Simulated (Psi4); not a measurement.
Approach curve of the dimer C2H6 ··· O2S (SMILES CC and O=S=O), singlet. Monomers: optimised at B3LYP-D3(BJ) (def2-TZVP), held rigid. Orientation: lowest of the rigid-body minima from ten starts at GFN2-xTB. R is the distance of the centres of mass, along which the second monomer moves.

Computed with: PBE/def2-TZVP, counterpoise-corrected (Psi4); PBE-D3(BJ)/def2-TZVP, counterpoise-corrected (Psi4); SAPT0/jun-cc-pVDZ, frozen core (Psi4).

Interaction energies in kJ/mol; the last columns give the difference from SAPT0:

```
R / Å  PBE/def2-TZVP  PBE-D3(BJ)/def2-TZVP  SAPT0/jun-cc-pVDZ  PBE/def2-TZVP − SAPT0/jun-cc-pVDZ  PBE-D3(BJ)/def2-TZVP − SAPT0/jun-cc-pVDZ
-----  -------------  --------------------  -----------------  ---------------------------------  ----------------------------------------
2.74           75.47                 64.98              76.04                              -0.57                                    -11.06
2.93           39.87                 30.25              39.89                              -0.02                                     -9.64
3.15           17.77                  9.22              16.92                               0.85                                     -7.71
3.34            8.02                  0.40               6.65                               1.36                                     -6.25
3.51            3.33                 -3.44               1.78                               1.55                                     -5.22
3.70            0.60                 -5.24              -0.90                               1.50                                     -4.34
4.02           -1.07                 -5.48              -2.20                               1.13                                     -3.28
4.32           -1.26                 -4.53              -2.03                               0.77                                     -2.50
4.83           -0.80                 -2.69              -1.26                               0.46                                     -1.43
5.53           -0.23                 -1.11              -0.57                               0.33                                     -0.54
6.52            0.00                 -0.32              -0.19                               0.19                                     -0.13
7.86            0.01                 -0.08              -0.05                               0.06                                     -0.03
```

PBE/def2-TZVP is furthest from SAPT0/jun-cc-pVDZ at 3.51 (1.55 kJ/mol, above); its mean absolute difference over the points is 0.73 kJ/mol.

PBE-D3(BJ)/def2-TZVP is furthest from SAPT0/jun-cc-pVDZ at 2.74 (-11.06 kJ/mol, below); its mean absolute difference over the points is 4.34 kJ/mol.
